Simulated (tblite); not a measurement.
A tight-binding relaxation on `[C@@H]1(C([C@@H](Br)Cl)=CC1)CO`.

Computed with GFN2-xTB geometry optimisation, gas phase (tblite 0.8.0). Start geometry: from a force field or distance geometry. The command runs a driver script over a list of jobs; the input below is this job's line of settings and its coordinates in Å.

Command:
```bash
OMP_NUM_THREADS=1 python probes_run.py task.json out
```

Input:
```
{"job": {"kind": "relax", "xc": "GFN2-xTB", "basis": "xTB"}, "charge": 0, "multiplicity": 1}
O      1.608900    -1.843100     0.384400
C      1.455700    -0.502000     0.659500
C      0.504300     0.217800    -0.245500
C      0.440900     1.669600     0.166900
C     -0.960500     1.392300     0.468600
C     -0.920500     0.134700     0.088500
C     -1.943500    -0.945000     0.044500
Cl    -3.527400    -0.354200     0.631200
Br    -1.449200    -2.396100     1.260600
H      2.535400    -1.981600     0.063300
H      2.444600    -0.016200     0.489200
H      1.167200    -0.307600     1.712200
H      0.757200     0.084900    -1.314100
H      1.111100     1.846700     1.044200
H      0.658200     2.313600    -0.703500
H     -1.780200     2.020900     0.863100
H     -2.109200    -1.322500    -0.973500
```

Task: Estimate the output.

Result: 
```
step      E/eV     max force
  0    -804.00310    3.251
  1    -804.17488    2.024
  2    -804.24267    0.588
  3    -804.28876    0.719
  4    -804.35694    0.637
  5    -804.38206    0.348
  6    -804.39959    0.288
  7    -804.41140    0.304
  8    -804.41894    0.205
  9    -804.42360    0.198
... (147 lines left out)
157    -804.67629    0.015
158    -804.67638    0.018
159    -804.67652    0.023
160    -804.67669    0.020
161    -804.67681    0.022
162    -804.67689    0.020
163    -804.67694    0.017
164    -804.67698    0.016
165    -804.67700    0.012
166    -804.67702    0.009
```

«max force» is the largest atomic force in eV/Å.

Task: From which step on does the largest force stay under 0.1 eV/Å, and how much energy is left to gain from there?

Result: From step 134 (0.069 eV/Å), 5.9 meV above the end.

Summary of the converged run: energy lowered by 15.5 kcal/mol over 166 steps; largest atomic force 0.009 eV/Å at the end.

Task: Give the final coordinates.

Result: 1.087 Å rms from the input after alignment:
```
atom  x, y, z in Å
O1     1.4208   -1.8818    0.0126
C2     1.6235   -0.5259    0.3297
C3     0.5137    0.3653   -0.2231
C4     0.4042    1.7952    0.3765
C5    -0.9336    1.3594    0.9111
C6    -0.8463    0.1314    0.4005
C7    -1.6644   -1.0897    0.3925
Cl8   -2.2578   -1.4214   -1.2773
Br9   -3.1768   -0.9392    1.6187
H10    1.4157   -1.9851   -0.9461
H11    2.5992   -0.1780   -0.0395
H12    1.6279   -0.4813    1.4218
H13    0.5126    0.3372   -1.3156
H14    1.1496    2.0261    1.1347
H15    0.3690    2.5984   -0.3567
H16   -1.6708    1.8708    1.5014
H17   -1.0936   -1.9692    0.6986
```

Time: 1.6 s of wall time. Hardware: an Arm Neoverse V1 with one thread, shared host with 64 logical CPUs at a one-minute load of 16.
Labels such as C1 count atoms from 1, the log's own numbers from 0.
